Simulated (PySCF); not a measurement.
CH3FSi, SMILES C[Si]F at its PBE0/def2-SVP optimised geometry (Å):

```
6

Si    -1.0514    -0.3082     0.0000
F     -1.2749     1.3208     0.0000
C      0.8437    -0.3082     0.0000
H      1.2749    -1.3208     0.0302
H      1.2227     0.2695     0.8625
H      1.2117     0.2064    -0.9069
```

Computed with PBE0/def2-TZVP run with PySCF 2.14.0. Cells within 0.4 Å of a nucleus heavier than hydrogen are left out (blank, or x).

Map of the HOMO−1 amplitude (bohr^(-3/2)), clipped to [-0.25, 0.25] on the plane z = 0.0 Å; orbital energy -10.68 eV, overall sign arbitrary:

```
|444444444444444444444444444|
|444444444444444444444444444|
|444445555544444444444444444|
|444455555554444444444444444|
|444555555554444444444444444|
|445555666554444444444444444|
|445556677654444444444444444|
|44555679xx34444444444444444|
|4455567xxx13444555444444444|
|44555565xx02445555444444444|
|445555541013455555544444444|
|445555443234556665444444444|
|445555544445667765444444444|
|445555554xx67789xx333444444|
|44555555xxx6788xxx123444444|
|44555556xxx7777xxx023344444|
|445555566567766420013344444|
|445555566666665420012344444|
|445555556666554421013344444|
|444555555555554432223444444|
|444455555555544433333444444|
|444445555555544444444444444|
|444444455555444444444444444|
|444444444444444444444444444|
|444444444444444444444444444|
|444444444444444444444444444|
|444444444444444444444444444|
```
Scale: ten equal steps from -0.235 (start of '0') to 0.250 (end of '9'), in the order '0123456789'; x runs from -3.50 to 3.50, y from -3.50 (bottom) to 3.50 (top).
